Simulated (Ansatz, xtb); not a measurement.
## A geometry optimisation of BFGeH4P with r2SCAN-D4/def2-SVP

The starting geometry of this gas-phase doublet was built from a drawn formula by distance geometry and a force field; its bonds are those of `F[B]1[PH2][GeH2]1`.

```yaml
atoms:
  - { symbol: B, position_ang: [-0.7580, -0.7281, -0.4304] }
  - { symbol: F, position_ang: [-1.4013, 0.2247, -1.3398] }
  - { symbol: Ge, position_ang: [0.9642, -1.2260, 0.6604] }
  - { symbol: P, position_ang: [-0.8185, -2.3533, 0.5783] }
  - { symbol: H, position_ang: [-0.7061, -3.4981, -0.2572] }
  - { symbol: H, position_ang: [-1.6314, -2.2703, 1.6801] }
  - { symbol: H, position_ang: [1.0907, -0.2713, 1.9405] }
  - { symbol: H, position_ang: [2.1562, -1.6191, -0.2743] }
```

Question: Where would you expect an optimisation with r2SCAN-D4/def2-SVP to take it?

Answer: It keeps its bonds, and is `F[B]1[PH2][GeH2]1`. Distances that change by over a tenth: Ge3–P4 (2.11 → 2.36 Å).

The energy falls by 1.84 eV over 15 steps:

| step | E − E(last) (eV) |
| --- | --- |
| 1 | 1.836 |
| 3 | 0.033 |
| 4 | 0.004 |
| 6 | 0.000 |
| 7 | 0.000 |
| 9 | 0.000 |
| 10 | 0.000 |
| 12 | 0.000 |
| 13 | 0.000 |
| 15 | 0.000 |

Final geometry (Å):

```xyz
8

B    -0.7585   -0.6150   -0.4171
F    -1.4527    0.0872   -1.3214
Ge    1.0110   -0.8721    0.4886
P    -0.8976   -2.2624    0.4764
H    -0.8577   -3.5665   -0.1163
H    -1.7543   -2.5172    1.5930
H     1.3514   -0.3764    1.9108
H     2.2542   -1.6190   -0.0566
```

From the same start GFN2-xTB ends elsewhere, at `F[B](P)[GeH2]`.

The end wasn't checked by frequencies. Open shells are spin-unrestricted. Run with Ansatz 0.2.0, 91 s on 2 threads of Intel(R) Xeon(R) Platinum 8259CL CPU @ 2.50GHz (Skylake/Cascade Lake), on a shared host.
